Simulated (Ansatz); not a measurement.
Species: C$_{2}$H$_{7}$Si, net charge -1, singlet state. It need not be the lowest isomer of its formula. Whether it binds its extra electron was not tested at this geometry. 
Coordinates optimised at B3LYP-D3(BJ)/def2-TZVP (Ansatz, a program for electronic structure):
```xyz
10

C     -1.5220    -0.7258    -0.3156
C     -0.6837     0.5151     0.0032
Si     1.2631     0.2678     0.2043
H     -1.1826    -1.1847    -1.2485
H     -1.3973    -1.4802     0.4664
H     -2.6017    -0.5210    -0.4155
H     -0.8391     1.2711    -0.7788
H     -1.0529     0.9768     0.9293
H      1.4506    -0.5831    -1.0746
H      1.1739    -0.9641     1.1365
```
Charge -1, spin multiplicity 1.

Basis-set convergence of Hartree-Fock and MP2 correlation energies (hartree) with Ansatz. Cores are frozen in the correlated levels unless marked. Spin-orbit coupling is left out. No relativistic terms.

| basis | functions | E(HF) | E(corr, MP2) |
|---|---|---|---|
| aug-cc-pV(D+d)Z | 141 | -368.71282 | -0.43283 |
| aug-cc-pV(T+d)Z | 308 | -368.74436 | -0.51454 |
| aug-cc-pV(Q+d)Z | 571 | -368.75184 | -0.54116 |

Extrapolating the two largest sets (X = 3 and 4) as X^-3: E(corr) = (64·(-0.54116) - 27·(-0.51454))/37 = -0.5606 Eh, an estimate of the basis-set limit. The largest set recovers 96.5 % of it, the smallest 77.2 %.
